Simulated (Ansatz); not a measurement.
PBE exchange is replaced step by step with exact exchange (0 % is PBE, 25 % PBE0; no dispersion term), basis def2-TZVP, Ansatz. System: the cluster Ge₂H₂ (the lowest singlet isomer of a short search). The state is a singlet with charge 0. Geometry: r2SCAN-D4/def2-TZVP, each spin state at its own.

Geometry of the singlet:

| atom | x (Å) | y (Å) | z (Å) |
| --- | --- | --- | --- |
| Ge1 | -0.1059 | 1.2391 | -0.0282 |
| Ge2 | -0.2859 | -1.0292 | -0.6375 |
| H3 | 1.0922 | -0.0399 | -0.1741 |
| H4 | -0.7003 | -0.1700 | 0.8398 |

At PBE-D4/def2-TZVP the gap within one spin of the charge 0 triplet nearly closes, so an electron or hole may be smeared out by delocalisation error. The structure comes from a short search, and lower isomers may exist.

```json
{"exact exchange (%)": "0", "HOMO (eV)": "-4.83", "LUMO (eV)": "-2.64", "gap (eV)": "2.19", "triplet − singlet (kJ/mol)": "146.0", "quintet − singlet (kJ/mol)": "401.7"}
{"exact exchange (%)": "5", "HOMO (eV)": "-5.01", "LUMO (eV)": "-2.49", "gap (eV)": "2.52", "triplet − singlet (kJ/mol)": "148.1", "quintet − singlet (kJ/mol)": "400.4"}
{"exact exchange (%)": "10", "HOMO (eV)": "-5.19", "LUMO (eV)": "-2.33", "gap (eV)": "2.86", "triplet − singlet (kJ/mol)": "149.7", "quintet − singlet (kJ/mol)": "399.2"}
{"exact exchange (%)": "15", "HOMO (eV)": "-5.37", "LUMO (eV)": "-2.18", "gap (eV)": "3.19", "triplet − singlet (kJ/mol)": "149.3", "quintet − singlet (kJ/mol)": "398.1"}
{"exact exchange (%)": "25", "HOMO (eV)": "-5.73", "LUMO (eV)": "-1.87", "gap (eV)": "3.86", "triplet − singlet (kJ/mol)": "146.4", "quintet − singlet (kJ/mol)": "396.0"}
{"exact exchange (%)": "50", "HOMO (eV)": "-6.64", "LUMO (eV)": "-1.10", "gap (eV)": "5.54", "triplet − singlet (kJ/mol)": "139.5", "quintet − singlet (kJ/mol)": "391.9"}
```

(1) Fit a straight line to the column «quintet − singlet (kJ/mol)» against the share of exact exchange and predict its value at 35 %.

## Answers

(1) With x = exact exchange (%) and y = quintet − singlet (kJ/mol): mean x = 17.5, mean y = 397.9; Σ(x − x̄)(y − ȳ) = -317.3, Σ(x − x̄)² = 1638; slope b = -0.1937, intercept a = ȳ − b·x̄ = 401.3. The residuals of the fitted rows reach 0.5. At x = 35 the line gives 401.3 + (-0.1937 × 35) = 394.5; the run gave 394.1, 0.4 less than the line.
